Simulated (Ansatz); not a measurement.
ZnBr₂⁻ (the lowest doublet isomer of a short search) was relaxed with PBE-D4 (def2-TZVPD) in Ansatz in these states: charge -1 doublet, charge -1 quartet. The geometries follow in no particular order.

A:

```xyz
3

Zn   -0.633   -0.429    0.299
Br    1.624   -1.426    0.266
Br   -0.991    1.854   -0.565
```

B:

Cartesian coordinates in Å:
```
Zn -1.048 -0.132 -1.003
Br 0.500 -1.389 0.719
Br 0.548 1.521 0.284
```

**Question.** Judge from the bond lengths which geometry belongs to which state (an estimate).

**Answer.** A is the charge -1 doublet (Zn1–Br2 2.467 Å, Zn1–Br3 2.467 Å); B is the charge -1 quartet (Zn1–Br2 2.634 Å, Zn1–Br3 2.634 Å).

At PBE-D4/def2-TZVPD the highest occupied level of the charge -1 doublet lies above zero (up to 0.17 eV). By energy differences its removal costs 2.36 eV (vertical, to the charge 0 singlet, at PBE-D4/def2-TZVPD); a positive level beside a positive removal energy at the same level points to self-interaction error. At PBE-D4/def2-TZVPD the highest occupied level of the charge -1 quartet lies above zero (up to 1.72 eV). It is a level of α spin, whose loss leaves a triplet; that state wasn't run at this geometry and level. The electron is either unbound and held by the finite basis, or the level is raised by self-interaction error. At PBE0-D4/def2-TZVPD a doublet lies 4.45 eV below the charge -1 quartet. In the quartet, Br2 and Br3 lie 2.94 Å apart (atoms count from 1), so these atoms are partly bonded to each other. These are the stationary points nearest to one start from a short search; other shapes may lie lower in each state.
